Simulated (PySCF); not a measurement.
**Ionisation energy of F⁺ by level of theory**

F⁺ [He] 2s2 2p4 (3P) → F²⁺ [He] 2s2 2p3 (4S), as a difference of total energies. Computed with PySCF 2.14 in Sapporo-DZP-2012, with scalar relativity by spin-free X2C-1e. Correlated levels: valence: 1s2 frozen. The calculations carry no spin-orbit coupling.

```
           method  ionisation energy (eV)
              UHF                  33.371
             BP86                  35.600
              LDA                  35.306
    MP2 (valence)                  34.262
SCS-MP2 (valence)                  34.257
   CCSD (valence)                  34.253
CCSD(T) (valence)                  34.265
```

Q: How much does correlation contribute at CCSD(T) (valence)?

A: 34.265 − (33.371) = 0.894 eV, measured against UHF.

Errors of the correlated levels include the incompleteness of this basis and the frozen core.

For comparison: 34.950 eV (measured; NIST levels, between the centres of gravity of the two terms).
